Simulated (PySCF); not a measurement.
A GIAO shielding run with PySCF (density fitting, non-relativistic, gas phase) on `InChI=1S/C8H8N3/c9-4-7-5-10-11-8(7)6-2-1-3-6/h5-6H,1-3H2/q-1`:

```
$ OMP_NUM_THREADS=1 python probes_run.py task.json out

{"job": {"kind": "nmr", "xc": "PBE0", "basis": "pcSseg-1"}, "charge": -1, "multiplicity": 1}
N      2.338968     2.269752    -2.132747
C      2.219904     1.385454    -1.393185
C      2.068779     0.334189    -0.515837
C      3.054992    -0.494638     0.060572
N      2.495839    -1.394898     0.849191
N      1.164977    -1.213815     0.835425
C      0.873743    -0.196047     0.035798
C     -0.514620     0.274539    -0.202079
C     -1.356167     0.621821     1.048201
C     -2.523163    -0.189473     0.473439
C     -1.564626    -0.804170    -0.552747
H      4.124155    -0.452451    -0.081647
H     -0.506734     1.092341    -0.929003
H     -1.539805     1.680766     1.233878
H     -0.929951     0.162689     1.937881
H     -3.011318    -0.885575     1.156425
H     -3.284021     0.441839     0.011088
H     -1.211270    -1.789143    -0.255085
H     -1.909485    -0.833932    -1.587031
```

Hardware: 1 thread of an Arm Neoverse N1, shared host. The job also computes population analyses, field gradients, ring-centre shieldings.

(1) How large is the calculation?

(2) How long does it take?

## Answers

(1) 78 electrons, 227 basis functions and 1156 auxiliary functions.

(2) 100 s of wall time, with 16 SCF cycles and 5 response iterations. Times on a shared host scatter by some tens of per cent.
